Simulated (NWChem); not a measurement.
System: InN$_{2}$H$_{5}$; SMILES [NH2][InH][NH2]

```xyz
8

In    -0.3176     0.0067     0.0000
H     -2.0170    -0.2223     0.0000
N      0.7912     0.0085    -1.6980
H      0.3570     0.2162    -2.5909
H      1.7429     0.3600    -1.6917
N      0.7912     0.0085     1.6980
H      1.7429     0.3600     1.6917
H      0.3570     0.2162     2.5909
```
Atoms are numbered in this order, from 1.

Level: PBE0/def2-SVP with def2 effective core potentials on In (NWChem), optimised geometry, unscaled harmonic frequencies. def2 effective core potentials on In; no spin-orbit coupling.

| frequency (cm⁻¹) | IR intensity (km/mol) |
|---|---|
| 134 | 4.3 |
| 232 | 30.2 |
| 262 | 11.8 |
| 273 | 172.8 |
| 311 | 155.1 |
| 441 | 108.2 |
| 448 | 17.7 |
| 607 | 26.7 |
| 618 | 43.9 |
| 707 | 42.0 |
| 754 | 73.4 |
| 1516 | 11.2 |
| 1529 | 9.5 |
| 1835 | 142.8 |
| 3599 | 19.4 |
| 3599 | 5.2 |
| 3706 | 23.7 |
| 3706 | 11.5 |

- zero-point energy = 34.7 kcal/mol
- thermal correction to the enthalpy at 298.15 K (with zero-point energy) = 39.3 kcal/mol
- heat capacity Cv = 21.2 cal/(mol K)
- entropy at 298.15 K and 1 atm (symmetry number 1) = 78.0 cal/(mol K)

Rigid rotor and harmonic oscillator.
